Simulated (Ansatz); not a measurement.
Molecule: dichloro(difluoro)silane, sum formula SiCl2F2, charge 0, multiplicity 1. 
Structure (B3LYP-D3(BJ)/def2-TZVP (Ansatz, an electronic-structure program) minimum search):
```xyz
5

Si    -0.0174    -0.3276     0.0117
F      0.0230    -1.2155     1.3135
F     -0.1563    -1.2966    -1.2238
Cl    -1.6227     0.8923     0.0862
Cl     1.7076     0.7074    -0.1433
```
Charge 0, spin multiplicity 1.

Dipole moments at this geometry, in debye (magnitudes).

```tsv
level	program	dipole (D)
SVWN5/def2-TZVPD	Ansatz	0.69
BLYP/def2-TZVPD	Ansatz	0.65
PBE0/def2-TZVPD	Ansatz	(withheld)
BHLYP/def2-TZVPD	Ansatz	0.74
wB97X-V/def2-TZVPD	Ansatz	0.65
CCSD(T)/aug-cc-pV(D+d)Z	Ansatz	(withheld)
```

### Question
Fill in the missing entries.

### Answer

- PBE0/def2-TZVPD, dipole (D): 0.69
- CCSD(T)/aug-cc-pV(D+d)Z, dipole (D): 0.70
